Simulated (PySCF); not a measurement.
## Relaxation of singlet H₃AsS

Method: PBE0/[As def2-TZVP, S def2-TZVP, H def2-TZVP], no relativity, density fitting, PySCF. A (50,194) grid was used.

A hand-made square planar start, of C2v symmetry, held to at least that symmetry:

Coordinates in bohr (charge 0 multiplicity 1):
```
As    0.0000    1.1168    0.0000
S     0.0000   -2.8138    0.0000
H     2.8913    1.1168    0.0000
H     0.0000    4.0081    0.0000
H    -2.8913    1.1168    0.0000
```

Q: What forces act on the atoms at the start (eV/Å)?

A: 
```
atom     Fx     Fy    Fz
 As1   0.00  -0.55  0.00
  S2   0.00  -0.58  0.00
  H3   0.51   0.16  0.00
  H4   0.00   0.80  0.00
  H5  -0.51   0.16  0.00
```

Q: What does it relax to?

A: It ends at C2v with As–H 1.560 Å (×2), As–H 1.584 Å, As–S 2.095 Å; H–As–H 88.5° (×2), H–As–H 177.1°, H–As–S 91.5° (×2), H–As–S 180.0°. A frequency run shows 1 imaginary mode, down to 1494i cm⁻¹, so it is a saddle point. Other isomers or separated fragments may lie lower.

Q: How much energy is released, and in how many steps?

A: 4.5 kJ/mol in 4 steps.
